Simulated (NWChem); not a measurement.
# CCl3F; SMILES C(Cl)(F)(Cl)Cl

Program: NWChem. The geometry was optimised at PBE0/def2-SVP. Level: PBE0/def2-SVP with SMD (1 M gas to 1 M solution), gas-phase geometry.

Question: Estimate the computed values for solvent water. Quantities: solvation free energy (kcal/mol); cavity-dispersion-structure term (kcal/mol); dipole in solution (D).

Answer: The solvation free energy (kcal/mol) comes out as 1.8, the cavity-dispersion-structure term (kcal/mol) is 2.0 and the dipole in solution (D) is 0.33.
